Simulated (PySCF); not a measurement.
CHN, charge +1, doublet, at the geometry optimised at the base level (a state made from the parent by changing its charge; the spin is typed, not shown lowest); HF/cc-pVDZ, frequencies in PySCF.

The PySCF input:
```python
from pyscf import gto, scf
from pyscf.hessian import thermo

mol = gto.Mole()
mol.atom = '''
    C     0.00000000    0.00000000    0.51671034
    N    -0.00000000   -0.00000000   -0.67267505
    H     0.00000000    0.00000000    1.60846332
'''
mol.basis = 'cc-pvdz'
mol.charge = 1
mol.spin = 1
mol.verbose = 3
mol.build()

mf = scf.UHF(mol)
mf.kernel()
hess = mf.Hessian().kernel()
freq = thermo.harmonic_analysis(mf.mol, hess)
thermo.dump_normal_mode(mf.mol, freq)
th = thermo.thermo(mf, freq['freq_au'], 1000, 101325)
thermo.dump_thermo(mf.mol, th)
```

What the program printed (banner, timings and long lists left out):

```
converged SCF energy = -92.4456258957632  <S^2> = 0.76643861  2S+1 = 2.0163716
Mode                                 0                   1                   2
Irrep
Freq [cm^-1]                      786.4896            829.6418           2053.2803
Reduced mass [au]                   1.3397              1.3397              5.4945
Force const [Dyne/A]                0.4883              0.5433             13.6482
Char temp [K]                    1131.5834           1193.6698           2954.2132
Normal mode                   x     y     z       x     y     z       x     y     z
       0   C                -0.07 -0.11  0.00   -0.11  0.07  0.00    0.00  0.00  0.19
       1   N                 0.03  0.05 -0.00    0.05 -0.03  0.00   -0.00 -0.00 -0.18
       2   H                 0.46  0.71  0.00    0.71 -0.46 -0.00   -0.00 -0.00  0.34
Mode                                 3
Irrep
Freq [cm^-1]                     3366.2674
Reduced mass [au]                   1.1714
Force const [Dyne/A]                7.8206
Char temp [K]                    4843.3094
Normal mode                   x     y     z
       0   C                 0.00 -0.00 -0.11
       1   N                -0.00  0.00  0.03
       2   H                 0.00  0.00  0.92
temperature 1000.0000 [K]
pressure 101325.00 [Pa]
Rotational constants [GHz] inf 41.91016 41.91016
Symmetry number 1
Zero-point energy (ZPE) 0.01603 [Eh]   42082.706 [J/mol]
                           tot       elec      trans        rot        vib
Entropy [J/mol/K]       257.936      5.763    175.017     59.938     17.217
Cv [J/mol/K]             41.432      0.000     12.472      8.314     20.646
Cp [J/mol/K]             49.747      0.000     20.786      8.314     20.646
Internal energy [J/mol]                     12471.690   8314.460  52548.881
Internal energy [Eh]   -92.41769  -92.44563
Enthalpy [J/mol]                            20786.150   8314.460  52548.881
Enthalpy [Eh]          -92.41453
Gibbs free energy [J/mol]                  -154230.868 -51623.971  35331.857
Gibbs free energy [Eh] -92.51277
```
